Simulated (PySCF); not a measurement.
Molecule: SMILES Cl[SiH2]N[Si](Cl)(Cl)Cl. Atoms near the plane z = 0.8 Å, at the PBE0/def2-SVP optimised geometry (x, y, z in Å): Si1 (-2.0, 0.8, 0.0), N3 (-0.3, 0.8, 0.0), Si4 (0.8, -0.4, 0.7), Cl6 (-0.1, -2.2, 0.8), H8 (-2.5, 0.0, 1.2), H9 (-2.5, 2.2, 0.0).

Method: PBE0/def2-TZVP run with PySCF 2.14.0. Cells within 0.4 Å of a nucleus heavier than hydrogen are left out (blank, or x). The values are rescaled to run from 0 to 1.

```
|00000000000000000000000000000|
|00000000000000000000000000000|
|00000000000000000000000000000|
|00001122110000000000000000000|
|00012233221000000000000000000|
|00123444432111100000000000000|
|00134455443222221100000000000|
|01234555544333332211000000000|
|01234566554445443322110000000|
|01234566655566654433221100000|
|01235566666667665443332211000|
|01345667666677776554443322100|
|01345677766677776665554433210|
|02346788766677777766655543210|
|02346788765566779x76665544320|
|0134567766555668xx97666554321|
|0123456655445667xx86666554321|
|00123444444566777766665544320|
|00012333345677887765555443210|
|00001122346788888765444432210|
|0000001234678xx98764433322100|
|0000001234678xx98754322211000|
|00000001346789988654321000000|
|00000001245678887653210000000|
|00000000234566766543100000000|
|00000000123445554432100000000|
|00000000012233433221000000000|
|00000000000122222110000000000|
|00000000000001110000000000000|
```
Scale: ten equal steps from 0.000 (start of '0') to 1.00 (end of '9'), in the order '0123456789'; x runs from -4.50 to 4.50, y from -4.50 (bottom) to 4.50 (top).

Problem. Which quantity is mapped?
(A) electrostatic potential
(B) an orbital amplitude
(C) deformation density (molecule minus spherical neutral atoms)
(D) log10 of the electron density

Solution. D, log10 of the electron density. In full: log10 of the electron density (e/bohr³), floored at −4.
